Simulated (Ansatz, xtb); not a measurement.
# Relative energy of two isomers of C4H4B2F2

Structure I is `FB1C=CBC(F)=C1`, a singlet and structure II is `B/C=C\C#CB(F)F`, a singlet. Both are isolated molecules in the gas phase, relaxed with PBE0-D3(BJ)/def2-SVP; the shapes shown needn't be the lowest conformers.

I (Å):

```yaml
atoms:
  - { symbol: C, position_ang: [-0.5816, -0.9520, -1.8923] }
  - { symbol: C, position_ang: [0.7680, -0.9671, -1.8154] }
  - { symbol: C, position_ang: [0.5650, -1.1911, 0.8635] }
  - { symbol: C, position_ang: [-0.7809, -1.1793, 0.8223] }
  - { symbol: B, position_ang: [-1.4415, -1.0580, -0.5766] }
  - { symbol: B, position_ang: [1.4631, -1.0897, -0.4260] }
  - { symbol: F, position_ang: [-2.7671, -1.0424, -0.6781] }
  - { symbol: F, position_ang: [1.2010, -1.2931, 2.0325] }
  - { symbol: H, position_ang: [-1.0824, -0.8663, -2.8660] }
  - { symbol: H, position_ang: [1.3655, -0.8937, -2.7324] }
  - { symbol: H, position_ang: [2.6634, -1.1101, -0.3057] }
  - { symbol: H, position_ang: [-1.3573, -1.2536, 1.7512] }
```

II (Å):

```xyz
12

C     1.5798   -1.3234   -1.0992
C     0.2613   -1.6177   -0.9524
C    -0.6889   -0.8664   -0.2189
C    -1.5592   -0.2669    0.3950
B     2.2588   -0.0880   -0.4700
B    -2.6224    0.5011    1.1690
F    -3.3204    1.4600    0.5975
F    -2.8765    0.2260    2.4311
H     1.6076    0.6806    0.1965
H     3.4374    0.1165   -0.6379
H     2.1525   -2.0323   -1.7071
H    -0.1580   -2.5152   -1.4286
```

**Question.** Estimate E(II) − E(I) at the level CCSD(T)/def2-SVP + ΔMP2/def2-TZVPP.

**Answer.** Calculated at CCSD(T)/def2-SVP + ΔMP2/def2-TZVPP: E(II) − E(I) = −5.9 kcal/mol, so structure II lies lower.

Level by level:

| level | geometry | E(II) − E(I) (kcal/mol) | departure from the last row (kcal/mol) | job, with rough time for the two |
| --- | --- | --- | --- | --- |
| PBE0-D3(BJ)/def2-SVP | PBE0-D3(BJ)/def2-SVP | +2.2 | +8.1 | optimisation, 2 min |
| HF/def2-SVP | PBE0-D3(BJ)/def2-SVP | −6.2 | −0.3 | part of the CCSD(T) run |
| MP2/def2-SVP | PBE0-D3(BJ)/def2-SVP | −11.0 | −5.1 | part of the CCSD(T) run |
| CCSD(T)/def2-SVP | PBE0-D3(BJ)/def2-SVP | −7.2 | −1.3 | single point |
| CCSD(T)/def2-SVP + ΔMP2/def2-TZVPP | PBE0-D3(BJ)/def2-SVP | −5.9 |  | single point, 61 s |

As drawn, II has 1 C–C, 1 C≡C, 1 B–F, 1 B–H in place of 2 C–B, 1 C=C, 1 C–F, 1 C–H. Structure I has a 6-membered ring, II no ring.

PBE0-D3(BJ)/def2-SVP puts the two in the other order. The largest departure from CCSD(T)/def2-SVP + ΔMP2/def2-TZVPP is that of PBE0-D3(BJ)/def2-SVP, 8.1 kcal/mol. Levels run at GFN2-xTB geometries aren't shown. The last row adds to CCSD(T) the change of the MP2 difference between the two basis sets, here +1.3 kcal/mol.

With thermal terms from frequencies at re-optimised GFN2-xTB minima (ideal gas, soft modes damped towards free rotors, one conformer each, 298.15 K, 1 atm): the zero-point term adds −2.4 kcal/mol; ΔH is −7.2 and ΔG −10.3 kcal/mol.

The correlated steps freeze 8 core orbitals. Codes used: Ansatz 0.2.0, xtb 6.7.1; the last row on 4 threads of Arm Neoverse V1 on a shared host.
